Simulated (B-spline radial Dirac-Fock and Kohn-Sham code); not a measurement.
**Photoionisation of lanthanum ions at He I (21.22 eV)**

Method: independent-particle photoionisation in a Dirac-Hartree-Slater potential with a Latter tail, all multipoles, thresholds from Dirac-Fock ΔSCF. Computed with an atomic code on a B-spline grid. Cross sections in kb; a dash marks an empty subshell or a threshold above the photon energy.

```csv
ion,configuration,total,5d3/2,5d5/2,6s
La,[Xe] 5d1 6s2,4284,1720,2490,72.3
La⁺,[Xe] 5d2,8599,3490,5110,–
La²⁺,[Xe] 5d1,4941,2000,2950,–
```
